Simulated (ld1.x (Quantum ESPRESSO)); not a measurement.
## Scattering properties, TM potential for copper

ld1.x (Quantum ESPRESSO) 7.5 input, shortened:

```
&input
   title='Cu', zed=29., rel=1, dft='REVPBE', iswitch=3,
   config='[Ar] 3d10 4s1 4p0'
 /
 &inputp
   pseudotype=2, tm=.true., lloc=2,
   nlcc=.false.
 /
3
3S  1  0   2.00   0.00  0.95  0.95  0.0
3P  2  1   6.00   0.00  1.10  1.10  0.0
3D  3  2  10.00   0.00  1.15  1.15  0.0
 &test
   configts(1)='3s2 3p6 3d10 4s1 4p0'
 /
```

Occupied shells without a wave of their own: 4s. They enter only through the test configuration that unscreens the potential.

The phase is arctan(r·u′/u) with u = r·R(r), unwrapped; energies in Ry, scanned from -10 to 5 Ry. A pole is an energy at which the radial function vanishes at the test radius. The pseudo phase is shifted by a multiple of π to meet the all-electron one at the reference energy, and phase errors are pseudo minus all-electron; the curves can meet again beyond the range given. Levels narrower than the energy grid can be missing from the lists of poles.

Q: For each channel, where are the poles, and over which energies does the pseudopotential scatter like the atom?

A:

| channel | radius (bohr) | reference energy (Ry) | poles, all-electron | poles, pseudo | unbroken range about the reference energy with phases within 0.05 rad | phase error 1 Ry above the reference energy (rad) |
| --- | --- | --- | --- | --- | --- | --- |
| s | 1.25 | -8.43 | -7.25 | -7.24 | below 0.9 | +0.001 |
| p | 1.25 | -5.30 | -3.83 | -3.80 | below 4.6 | +0.002 |
| d | 1.25 | -0.36 | 1.63 | 1.73 | the whole range | +0.006 |

Phases in the p channel:

| E (Ry) | all-electron | pseudo |
| --- | --- | --- |
| -10.00 | 1.223 | 1.227 |
| -9.52 | 1.199 | 1.203 |
| -9.04 | 1.168 | 1.173 |
| -8.56 | 1.126 | 1.132 |
| -8.08 | 1.067 | 1.073 |
| -7.60 | 0.976 | 0.983 |
| -7.12 | 0.818 | 0.827 |
| -6.64 | 0.498 | 0.510 |
| -6.16 | -0.157 | -0.148 |
| -5.68 | -0.867 | -0.866 |
| -5.20 | -1.233 | -1.233 |
| -4.72 | -1.411 | -1.410 |
| -4.24 | -1.513 | -1.511 |
| -3.76 | -1.579 | -1.576 |
| -3.28 | -1.626 | -1.622 |
| -2.80 | -1.662 | -1.658 |
| -2.32 | -1.692 | -1.687 |
| -1.84 | -1.718 | -1.712 |
| -1.36 | -1.742 | -1.734 |
| -0.88 | -1.763 | -1.755 |
| -0.40 | -1.784 | -1.774 |
| 0.08 | -1.805 | -1.793 |
| 0.56 | -1.825 | -1.812 |
| 1.04 | -1.847 | -1.832 |
| 1.52 | -1.870 | -1.853 |
| 2.00 | -1.894 | -1.874 |
| 2.48 | -1.921 | -1.898 |
| 2.96 | -1.951 | -1.923 |
| 3.44 | -1.984 | -1.952 |
| 3.92 | -2.023 | -1.984 |
| 4.40 | -2.069 | -2.022 |
| 4.88 | -2.123 | -2.066 |
